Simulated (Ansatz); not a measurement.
```xyz
14

H     2.2392   -0.6766    0.2911
H     1.7390   -1.5855    0.1358
H     0.8943   -2.1805   -0.0463
H    -0.1274   -2.3435   -0.2193
H    -1.1240   -2.0424   -0.3488
H    -1.8979   -1.3368   -0.4092
H    -2.2959   -0.3664   -0.3886
H    -2.2392    0.6766   -0.2911
H    -1.7390    1.5855   -0.1358
H    -0.8943    2.1805    0.0463
H     0.1274    2.3435    0.2193
H     1.1240    2.0424    0.3488
H     1.8979    1.3368    0.4092
H     2.2959    0.3664    0.3886
```

Basis set: 6-31G* (spherical functions). All electrons are correlated. Charge 0, multiplicity 1.

Computed with Ansatz (development build ahead of 0.2.0); each method stands on the lowest determinant of its kind that the runs found. Restricted open shells among the atoms or ions are ROHF, correlated in semicanonical orbitals with singles.

Task: Give the atomization energy at this shape (free ground-state atoms in the same class of orbitals less the molecule, no zero-point energy) of singlet H₁₄ by RHF-MP2, RHF.

Result:

| method | atomization energy |
| --- | --- |
| RHF-MP2 | 19.21 eV |
| RHF | 14.05 eV |

Caution: stretched shape with no unrestricted run beside it, a lower state can exist. Caution for RHF-MP2: bonds are stretched, where a single reference can fail.
